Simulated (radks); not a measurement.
Task: Charge is removed step by step from the 5p up level of neutral antimony, starting from [Kr] 4d10 5s2 5p(up 3, down 0). Calculated with a radial shooting solver on a logarithmic mesh with Libxc functionals: scalar-relativistic Kohn-Sham, BLYP, spin-polarised, spherical densities, finite nucleus; Fermi nuclear charge, rms radius 4.6802 fm. At the starting occupation the eigenvalue is -5.150 eV. Estimate the energy to remove one whole electron from this level, the eigenvalue at the end, and how far E(n) bends from a straight line.

Result: Delta-SCF 8.676 eV; final eigenvalue -12.371 eV; the deviation from the straight line is -0.903 eV at 0.5 electron removed, the largest on the grid computed. Slater's transition state (half an electron removed) gives 8.637 eV. Integrating minus the eigenvalue over the occupation (Janak's theorem) gives 8.678 eV. In this scalar-relativistic scheme the density is built from large components alone, so the theorem holds only approximately. The mean slope of the eigenvalue, de/dn, is 7.22 eV per electron. Ionisation energy of Sb in the NIST Atomic Spectra Database: 8.608 eV (measured).
